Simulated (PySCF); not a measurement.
## Electronic absorption of C5H5F3O2

Species: C5H5F3O2.
Structure used (GFN2-xTB), in Å, numbered top down from 1:
```xyz
15
C5H5F3O2 angstrom
C      3.121   -0.368   -0.260
O      1.790   -0.703    0.114
C      0.857    0.208   -0.160
O      1.071    1.265   -0.692
C     -0.484   -0.265    0.284
C     -1.553    0.497    0.104
C     -2.936    0.097    0.519
F     -3.778    0.065   -0.526
F     -3.460    0.966    1.399
F     -2.989   -1.111    1.094
H      3.181   -0.207   -1.338
H      3.439    0.543    0.250
H      3.741   -1.210    0.038
H     -0.523   -1.239    0.747
H     -1.481    1.469   -0.364
```

Level of theory: TDDFT PBE0/def2-SVPD, vertical, gas phase, core orbitals frozen in the response in PySCF 2.14.0, density-fitted response routines.

```tsv
state	E (eV)	ν̃ (cm⁻¹)	f	|μ| (D)	symmetry	main configurations (H = HOMO, L = LUMO)
S1	4.70	37900	0.0001	0.06	–	H→L (97%)
S2	6.24	50350	0.017	0.84	A′	H-2→L (75%), H-1→L (24%)
S3	6.50	52440	0.523	4.61	A′	H-1→L (73%), H-2→L (24%)
S4	7.06	56930	0.0010	0.20	–	H-3→L (92%)
S5	7.58	61120	0.0006	0.14	–	H-4→L (86%)
S6	8.05	64950	0.035	1.08	A′	H→L+1 (96%)
```

Triplets (Tamm–Dancoff): T1 3.84 eV, H-1→L (93%); T2 4.31 eV, H→L (95%).

The lowest singlet lies at 4.70 eV (264 nm, ultraviolet) and is dark (f under 0.0005); its leading configuration is HOMO→LUMO (97%). The strongest level in the table is S3 at 6.50 eV (191 nm, f = 0.523). Löwdin shares by element: HOMO oxygen 78%, carbon 16% or more; LUMO carbon 65% or more, oxygen 12% or more (atoms not listed hold the other 24%). Orbital energies (eV): HOMO-3 -10.74, HOMO-2 -9.38, HOMO-1 -9.11, HOMO -8.72, LUMO -2.22, LUMO+1 0.49, LUMO+2 1.10. Of the 6 states listed, 3 reach f = 0.01 and 1 stays under 0.0005. The oscillator strengths of these states sum to 0.577; summed over the whole spectrum of an exact calculation they would give the number of electrons, 78 (Thomas–Reiche–Kuhn). Symmetry labels in Cs follow from the direction of the transition dipole and are given only for states with f of 0.002 or more. Only the lowest 6 singlets were computed, as vertical energies without vibronic structure.

One conformer stands for the species.
